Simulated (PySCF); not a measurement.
Work out the structure from these simulated measurements.

Formula: C4H4F4O2.

| Property | Result |
| --- | --- |
| Triplet | lowest triplet excitation (Tamm–Dancoff): 7.43 eV [TDA PBE0/def2-SVPD] |
| UV, strongest line | among the 6 lowest singlet transitions: S6 at 9.02 eV (138 nm, f = 0.024) [TDDFT PBE0/def2-SVPD] |
| 1H NMR | chemical shifts (computed TMS as zero) by class: 6.09 (1 H), 5.53 (1 H), 5.23 (1 H), 4.96 (1 H) ppm [GIAO PBE0/pcSseg-1] |
| Rotational structure | rotational constants A, B, C: 2.542, 0.878, 0.774 GHz [GFN2-xTB] |
| UV, first state | lowest singlet excitation: 7.91 eV (157 nm, f = 0.001) [TDDFT PBE0/def2-SVPD] |
| 13C NMR | chemical shifts (computed TMS as zero) by class: 130.8 (1 C), 107.3 (1 C), 86.8 (1 C), 81.0 (1 C) ppm [GIAO PBE0/pcSseg-1] |

Gas-phase values; electronic properties from PySCF, density fitting. Levels stand in brackets. Isolated species at its GFN2-xTB geometry (one conformer only). Each NMR value is the plain mean over a class of atoms that symmetry, rotation or inversion makes alike.

Problem. Propose a structure and show how it fits.

Solution. Numbering: `[F:1][C@@H:2]1[CH2:3][O:4][C@@H:5]1[O:6][C:7]([F:8])([F:9])[F:10]`. Its formula, C4H4F4O2, gives 1 degree of unsaturation: 1 ring and 0 π bonds in the structure found. 4 carbons fall into 4 classes; from least to most shielded: CF3 carbon [C7] (130.8 ppm), sp3 carbon bearing two oxygens [C5] (107.3 ppm), sp3 C–F carbon [C2] (86.8 ppm), ring sp3 carbon bound to oxygen [C3] (81.0 ppm). Hydrogen classes from least to most shielded: 1 H on an sp3 carbon bearing two oxygens, C5 (6.09 ppm), 1 H on an sp3 C–F carbon, C2 (5.53 ppm), 1 H on an sp3 carbon bound to oxygen, C3 (5.23 ppm), 1 H on an sp3 carbon bound to oxygen, C3 (4.96 ppm). The optimised geometry has point group C1 and is an asymmetric top. Structure: `C1O[C@@H]([C@@H]1F)OC(F)(F)F`. Computed isomers that give other values at the same levels: `FC(F)O[C@@H]1O[C@@H]1C(F)F` (13C chemical shifts (computed TMS as zero) by class: 123.8 (1 C), 121.9 (1 C), 73.1 (1 C), 54.6 (1 C) ppm). The assignments are read from this structure; whether some other isomer fits the data as well wasn't checked. The mirror image fits equally.

Conformer computed: `[F:1][C@@H:2]1[CH2:3][O:4][C@@H:5]1[O:6][C:7]([F:8])([F:9])[F:10]`: O4–C5–O6–C7 79°, C5–O6–C7–F8 -64°.
